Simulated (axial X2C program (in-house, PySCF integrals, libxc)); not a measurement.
**Levels of GaB⁺ by electron attachment to GaB²⁺ (EOM-EA-CCSD)**

Calculated with an in-house all-electron X2C program for linear molecules (integrals from PySCF): two-component X2C with atomic mean-field Coulomb and Gaunt terms, Gaussian nuclei, basis Ga dyall-acv3z, B dyall-av3z with contracted cores.

R = 2.792 Å (near the PBE0 minimum at charge 1 of the determinant lowest at the starting distance; the state shown can have its own minimum elsewhere).

Hartree–Fock spinors of GaB²⁺ (one of each Kramers pair; a window near the gap, which can cut inner shells):

| ω | occupied | ε (eV) | character |
| --- | --- | --- | --- |
| 1/2 | yes | -28.58 | 74% B s, 8% Ga s, 6% Ga p |
| 1/2 | yes | -23.69 | 68% Ga s, 12% B p, 10% B s |
| 1/2 | no | -12.58 | 63% B p, 26% Ga p, 6% Ga s |
| 1/2 | no | -11.89 | 80% B p, 12% Ga p, 4% Ga d |
| 3/2 | no | -11.89 | 81% B p, 12% Ga p, 4% Ga d |
| 1/2 | no | -9.48 | 73% Ga p, 13% B p, 9% B d |
| 3/2 | no | -9.42 | 73% Ga p, 13% B p, 9% B d |
| 1/2 | no | -7.81 | 56% Ga p, 20% B p, 8% Ga d |

Levels of GaB⁺ obtained by attaching an electron to GaB²⁺:

```tsv
Ω	binding energy (eV)	above lowest (cm⁻¹)	attached spinor	one-particle weight
1/2	13.500	0	66% B pσ, 23% Ga pσ, 6% Ga sσ	0.94
1/2	12.923	4652	84% B pπ, 9% Ga pπ	0.93
3/2	12.917	4703	84% B pπ, 9% Ga pπ	0.93
1/2	10.407	24944	78% Ga pπ, 10% B pπ, 9% B dπ	0.93
3/2	10.336	25519	78% Ga pπ, 9% B pπ, 9% B dπ	0.93
1/2	9.094	35534	61% Ga pσ, 18% B pσ, 8% Ga dσ	0.83
```

(1) What is the splitting of the first π pair in the table, and is it regular or inverted?

This point took 33 s on 1 thread of Intel(R) Xeon(R) Processor @ 2.30GHz, with other jobs on the host.

Reference electrons by ω block (each with its −ω partner): 1/2: 12, 3/2: 4, 5/2: 1. 14 electrons of GaB²⁺ correlated (inner shells frozen), 92 natural virtual spinors (a truncated set); levels can be off by some tenths of an eV. Roots sought by Ω: (1/2: 5, 3/2: 4, 5/2: 2, 7/2: 1); the list ends where they run out and leaves out roots under 60 % one-particle weight. The solver can skip a root, and states that need a further excitation, which the method places far too high, are missing though they may lie low or lowest. T1 of the reference 0.011 (Lee–Taylor). The reference was not checked to be the lowest state of its species. Number of frozen shells: Ga 3 s, 2 p; B 1 s.

Results:

(1) E(3/2) − E(1/2) = 4703 − 4652 = 51 cm⁻¹ at EOM-EA-CCSD: regular, Ω = 1/2 lower. Splittings at this level can be off by ten to twenty per cent.
